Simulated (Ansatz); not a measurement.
Geometry optimisation, Ansatz, RKS PBE/def2-SVP.

input.yaml

```yaml
crystal:
  periodic: [false, false, false]
  atoms:
    - { symbol: Ta, position_ang: [-0.098321, -0.0307, 0.1896] }
    - { symbol: "N", position_ang: [1.981646, 0.32483, 0.256123] }
    - { symbol: H, position_ang: [2.495412, 0.544315, 1.115752] }
    - { symbol: H, position_ang: [2.585898, 0.325004, -0.572395] }
    - { symbol: Cl, position_ang: [0.134615, 0.106617, 2.529042] }
    - { symbol: Cl, position_ang: [0.382327, -0.451239, -2.074045] }
    - { symbol: O, position_ang: [-1.069304, 1.552809, -0.036757] }
    - { symbol: H, position_ang: [-0.876311, 2.508211, 0.018805] }
    - { symbol: Cl, position_ang: [-1.658411, -1.754415, 0.321174] }
    - { symbol: Br, position_ang: [1.84965, -3.3033, 0.775348] }
    - { symbol: H, position_ang: [2.314899, -1.877833, 0.581753] }
basis:
  gaussian: { orbitals: def2-SVP }
hamiltonian:
  xc: pbe
relax:
  f_tol: 0.03
  max_steps: 50
```

Run as:

```bash
$ ansatz run input.yaml --threads 4 --pin off --max-ram 5120MiB --backend cpu --events-out ev --progress --plain --runs-dir out
```

Problem. Where does it end, and by what steps?

Solution. The forces met the threshold. After 10 steps the energy has fallen by 0.230 eV; Br10 moved furthest, 0.80 Å.

```tsv
step	energy less start (eV)	largest force component (eV/Å)	accepted
0	0.0000	1.405	yes
1	-0.1043	0.695	yes
2	-0.1423	0.235	yes
3	-0.1599	0.195	yes
4	-0.1878	0.451	yes
5	-0.2026	0.573	yes
6	-0.2246	0.240	yes
7	-0.2279	0.244	yes
8	-0.2289	0.054	yes
9	-0.2294	0.040	yes
10	-0.2295	0.007	yes
```

```xyz
11
Properties=species:S:1:pos:R:3
Ta -0.157 0.147 0.195
N 1.845 -0.045 0.321
H 2.369 0.161 1.180
H 2.456 -0.038 -0.503
Cl 0.022 0.456 2.529
Cl 0.261 -0.089 -2.117
O -1.100 1.756 -0.041
H -1.043 2.721 -0.137
Cl -1.473 -1.749 0.349
Br 2.646 -3.380 0.757
H 2.216 -1.994 0.571
```

Whether the end is a true minimum wasn't checked by a vibrational analysis.

Time of the run: 36 s on 4 threads of Arm Neoverse V2, on a shared host, peak memory 0.29 GiB.
